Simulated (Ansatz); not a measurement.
Consider the redistribution: `[SiH3]O[Si]Br` + `[SH][AlH][SH]` → `[SiH3]O[Si]S` + `[SH][AlH][Br]`.

Calculated with Ansatz (gas phase, PBE0-D4/def2-TZVP geometries, no zero-point term in ΔE). CCSD(T)/CBS adds triple-zeta CCSD(T) − MP2 to the extrapolated MP2 energy (def2 sets, frozen cores). This one scheme is used for every species. DFT in def2-TZVPP. B3LYP here is the variant with VWN-RPA as its local correlation; programs differ in this. For Br outer-core shells are correlated without core-valence functions, which leaves a few kJ/mol of doubt a bond. Scalar relativity is left out up to krypton. Each species was taken in one conformer, which may not be the lowest.

`[SiH3]O[Si]Br`:

Cartesian coordinates in Å:
```
Si 0.322 0.218 0.857
O 0.443 0.621 -0.752
Si -0.097 0.265 -2.245
Br -1.561 -1.446 -1.816
H -1.077 0.401 1.310
H 0.749 -1.188 1.048
H 1.222 1.131 1.597
```

`[SH][AlH][SH]`:

Cartesian coordinates in Å:
```
S -1.769 -1.065 0.432
Al 0.050 0.085 0.093
S 1.021 -0.205 -1.834
H -1.932 -0.547 1.662
H 0.629 1.069 1.179
H 2.001 0.665 -1.532
```

`[SiH3]O[Si]S`:

Z-matrix (Å, degrees):
```
Si
O 1 1.648
H 1 1.483 2 108.6
H 1 1.486 2 110.3 3 120.3
H 1 1.483 2 108.6 3 -119.5
Si 2 1.649 1 141.5 3 -119.9
S 6 2.159 2 100.2 1 179.8
H 7 1.345 6 95.5 2 0.0
```

`[SH][AlH][Br]`:

```xyz
5

S     0.272   -0.285   -1.664
Al   -0.530   -0.108    0.345
Br    0.790    0.729    1.968
H     1.467    0.220   -1.310
H    -1.999   -0.556    0.661
```

(1) Is it downhill or uphill in electronic energy at CCSD(T)/CBS, and by how much? (An estimate is asked.)

(2) What do these levels give: LDA (SPW92), PBE-D4, r2SCAN-D4, PBE0-D4, CAM-B3LYP-D4, ωB97X-V, ωB97M-V, B3LYP, r2SCANh, BHLYP, SCS-MP2/def2-TZVPP, CCSD/def2-TZVPP? (Best estimate.)

Largest T1 diagnostic among the species: 0.015.

Answers

(1) Ansatz gave: Downhill: ΔE = -3.2 kJ/mol.

(2) Computed: LDA (SPW92) -1.5, PBE-D4 -0.7, r2SCAN-D4 -4.0, PBE0-D4 -2.7, CAM-B3LYP-D4 -3.0, ωB97X-V -3.5, ωB97M-V -1.2, B3LYP -3.3, r2SCANh -4.4, BHLYP -5.0, SCS-MP2/def2-TZVPP -4.8, CCSD/def2-TZVPP -4.8 kJ/mol.

Leaving LDA and LC-ωPBE aside and taking each functional with its dispersion term where it has one, the values, not all of them listed here, spread over 5.6 kJ/mol, from PBE-QIDH to BLYP-D4. At CCSD(T), def2-SVP lies −5.9 kJ/mol from the extrapolated value and def2-TZVPP −1.2 kJ/mol. In def2-TZVPP, CCSD(T) changes the Hartree–Fock value by +3.2 kJ/mol (the triples alone add +0.4 kJ/mol) and MP2 by +3.3 kJ/mol.
